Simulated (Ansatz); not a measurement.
Molecule: sum formula TaOBr, charge 0, multiplicity 3. The spin state was set by rule; other spins were not relaxed. SMILES: [Br][Ta]=[O]
Coordinates optimised at B3LYP-D3(BJ)/def2-TZVP (Ansatz, a program for electronic structure):
```
Ta
O 1 1.7122
Br 1 2.4839 2 116.76
```
Charge 0, spin multiplicity 3.

Quantity: vertical singlet-triplet gap (E(singlet) - E(triplet); the singlet is one closed-shell determinant, which may describe it poorly; each state is the SCF solution reached for its spin; for the singlet the Hartree-Fock reference is unstable and T1 is 0.029), in kJ/mol. Correlated levels leave the core frozen unless marked. UHF or UKS for open shells. Spin-orbit coupling is left out. Frozen are the shells of the preceding noble gas and the d and f shells that filled before the atom's block. In def2 rows, elements after Kr have scalar-relativistic effective core potentials. CBS marks a two-point X^-3 extrapolation of the correlation energy; Hartree-Fock from the larger set. [CCSD(T)-MP2]/basis is that difference in the basis named.

```csv
level,program,vertical singlet-triplet gap (kJ/mol)
HF/def2-SVPD,Ansatz,120.9
```

Problem. Predict the RI-MP2/CBS(def2-TZVPPD,def2-QZVPPD)+[CCSD(T)-MP2]/def2-TZVPPD result (Ansatz).

Solution. 0.7 kJ/mol, so HF/def2-SVPD differs from it by 120.2 kJ/mol.
